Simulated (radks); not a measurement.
Results of a calculation; reference values are marked as such.
All-electron atom: Co19+ in [He] 2s2 2p4 (the NIST ground configuration).

Level of theory: scalar-relativistic Kohn-Sham, LDA (Slater exchange, Perdew-Wang correlation), spin-unpolarised, spherical densities, point nucleus (a radial shooting solver on a logarithmic mesh with Libxc functionals).

Energy parts (eV):
total: -30960.184
kinetic: 31428.110
electron-nucleus: -66228.490
Hartree: 4733.617
exchange-correlation: -893.421

Orbitals (lengths in bohr, moments of r in powers of bohr):
1s: occ. 2; eigenvalue (eV) -8469.601; <r^4> 0.00004602; <r> 0.05616; <r^2> 0.004238
2s: occ. 2; eigenvalue (eV) -1667.489; <r^4> 0.008332; <r> 0.2447; <r^2> 0.07027
2p: occ. 4; eigenvalue (eV) -1561.053; <r^4> 0.005838; <r> 0.2124; <r^2> 0.05480
3s: occ. 0; eigenvalue (eV) -660.2896; <r^4> 0.2339; <r> 0.5941; <r^2> 0.4011
3p: occ. 0; eigenvalue (eV) -627.4388; <r^4> 0.2173; <r> 0.5741; <r^2> 0.3797
3d: occ. 0; eigenvalue (eV) -586.9199; <r^4> 0.1437; <r> 0.5071; <r^2> 0.2958

The highest occupied level is 2p at -1561.1 eV. The density falls to 0.001 e/bohr^3 at r = 0.81 bohr. For comparison, the ionisation energy in NIST's Atomic Spectra Database is 1606 eV (semi-empirical). In exact Kohn-Sham theory the highest level is minus the ionisation energy, but local and semilocal functionals leave it too shallow, through self-interaction and a potential that decays too fast; potentials with the right tail come closer. Summed over all electrons, <r^2> = 0.3682 bohr^2, which gives a Langevin (diamagnetic) susceptibility term of -0.292 x 10^-6 cm^3/mol.

Beside tabulated values, note that spin-unpolarised runs miss the spin-polarisation part of the exchange energy of open shells.
